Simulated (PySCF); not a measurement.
A structure optimised at B3LYP-D3(BJ)/def2-SVP, used in a PySCF frequency run:

```
Al
O 1 1.7030
H 2 0.9597 1 129.33
O 1 1.7038 2 124.30 3 0.00
H 4 0.9593 1 129.64 2 0.00
C 1 1.9296 2 119.08 3 180.00
C 6 1.3443 1 121.72 2 180.00
H 7 1.0967 6 121.82 1 0.00
H 7 1.0982 8 115.58 6 180.00
H 6 1.0989 7 117.06 8 180.00
```
Charge 0, spin multiplicity 1.

Write its SMILES, formula and point group.

C=[CH][Al]([OH])[OH], C₂H₅AlO₂, Cs

What are its rotational constants (standard atomic weights)?

6.2193, 2.7674, 1.9152 GHz
